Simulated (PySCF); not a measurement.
# Ba (barium, neutral) across methods

[Xe] 5d2, high-spin 3F determinant (an excited configuration). Computed with PySCF 2.14 in x2c-TZVPPall with one added diffuse shell each of s, p, d type (12s8p7d2f1g, 94 functions), with the spin-free X2C one-electron Hamiltonian (Gaussian nucleus). The B2PLYP total includes its PT2 part (frozen core); its orbital energies are those of the SCF part.

| method | E (hartree) | mean ε 5p α (eV) | mean ε 5p β (eV) | mean ε 5d α (eV) | Σ⟨r²⟩ (bohr²) | ⟨S²⟩ |
| --- | --- | --- | --- | --- | --- | --- |
| r2SCAN | -8134.64 | -17.189 | -16.701 | -1.399 | 87.04 | 2.003 |
| LDA | -8127.61 | -16.960 | -16.536 | -1.396 | 88.62 | 2.001 |
| B2PLYP | -8133.85 | -19.957 | -19.250 | -2.285 | 88.86 | 2.003 |
| UHF | -8131.51463 | -22.618 | -21.632 | -3.128 | 89.57 | 2.007 |
| TPSSh | -8134.32 | -17.544 | -16.989 | -1.533 | 87.74 | 2.002 |
| BHandHLYP | -8134.63 | -19.882 | -19.212 | -2.264 | 87.67 | 2.002 |
| PBE0 | -8134.29 | -18.407 | -17.794 | -1.901 | 87.30 | 2.002 |
| PBE | -8134.22 | -16.802 | -16.329 | -1.411 | 89.06 | 2.001 |

Spin-orbit coupling, absent here, splits the open shell strongly.
